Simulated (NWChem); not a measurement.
Species: C3H9Ge, doublet; SMILES C[C](C)[GeH3]

Give the equilibrium geometry at PBE-D3(BJ)/def2-SVP, spin-unrestricted (NWChem) as an XYZ file, with the point group.

point group C1; any orientation.
```
13

C      1.2790     1.6801    -0.0091
C      0.0000     0.9069     0.0532
C     -1.2810     1.6771    -0.0087
Ge     0.0007    -1.0322     0.0063
H      1.4060     2.1812    -1.0006
H      1.2916     2.5039     0.7428
H      2.1794     1.0557     0.1574
H     -1.4134     2.1710    -1.0031
H     -2.1794     1.0519     0.1656
H     -1.2923     2.5058     0.7377
H     -1.2598    -1.5784     0.7346
H     -0.0278    -1.5940    -1.4514
H      1.2885    -1.5754     0.6868
```
